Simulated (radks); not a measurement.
Effect of the nuclear size on neutral potassium, [Ar] 4s1. All-electron calculation, Dirac Kohn-Sham, exchange-only LDA, spin-unpolarised, spherical densities, finite nucleus; Fermi nuclear charge, rms radius 3.4349 fm. Program: a radial shooting solver on a logarithmic mesh with Libxc functionals. The rms radius is varied about that value; shifts are against it.

rms radius (fm),total energy shift (eV),density at nucleus (e/bohr^3),1s1/2 shift (meV),2s1/2 shift (meV)
2.7548,-0.00837,5180,-3.53,-0.272
3.1601,-0.00360,5163,-1.52,-0.117
3.4349,0,5153,0.000,0.000
3.6169,0.00254,5147,1.07,0.083
4.0875,0.00971,5132,4.10,0.315

Slopes of the eigenvalues against <r^2> in GHz/fm^2, as finite differences over the two radii next to the reference (eigenvalue slopes, not the field-shift constants of lines): 1s1/2 202, 2s1/2 15.6.
